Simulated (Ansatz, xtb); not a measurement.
# A geometry optimisation of AlBrH3OSn with r2SCAN-D4/def2-SVP

The starting geometry of this gas-phase doublet was built from a drawn formula by distance geometry and a force field; its bonds are those of `[OH][Al]([Br])[SnH2]`.

```xyz
7

Al   -1.5138    0.8951    2.0139
Br   -3.4695    1.7577    0.9587
O    -1.6948   -0.0739    3.5879
Sn    0.8447    1.2482    0.9508
H    -1.7511   -0.9979    3.2634
H     2.0600    0.5351    1.9076
H     0.8680    0.5795   -0.6877
```

Q: Where would you expect an optimisation with r2SCAN-D4/def2-SVP to take it?

A: It keeps its bonds, and is `[OH][Al]([Br])[SnH2]`.

The energy falls by 0.56 eV over 13 steps:

| step | E − E(last) (eV) |
| --- | --- |
| 1 | 0.559 |
| 2 | 0.298 |
| 4 | 0.184 |
| 5 | 0.142 |
| 6 | 0.053 |
| 8 | 0.012 |
| 9 | 0.004 |
| 10 | 0.002 |
| 12 | 0.000 |
| 13 | 0.000 |

Final geometry (Å):

```json
{"atom": "Al", "x (Å)": "-1.6361", "y (Å)": "0.6612", "z (Å)": "1.9023"}
{"atom": "Br", "x (Å)": "-3.3536", "y (Å)": "1.6000", "z (Å)": "0.7833"}
{"atom": "O", "x (Å)": "-2.0340", "y (Å)": "-0.1203", "z (Å)": "3.3570"}
{"atom": "Sn", "x (Å)": "0.7946", "y (Å)": "1.0782", "z (Å)": "1.0549"}
{"atom": "H", "x (Å)": "-1.4489", "y (Å)": "-0.5807", "z (Å)": "3.9643"}
{"atom": "H", "x (Å)": "2.0201", "y (Å)": "-0.0195", "z (Å)": "1.5648"}
{"atom": "H", "x (Å)": "1.0014", "y (Å)": "1.3250", "z (Å)": "-0.6321"}
```

From the same start GFN2-xTB ends elsewhere, differing in Al1–H7 (1.67 against 3.72 Å here), Sn4–H7 (2.26 against 1.72 Å here).

No frequencies were run, so the end isn't proven a minimum. Open shells are spin-unrestricted. Atoms past krypton carry core potentials, without spin–orbit terms. Run with Ansatz 0.2.0, 110 s on 2 threads of Arm Neoverse V2 (shared host).
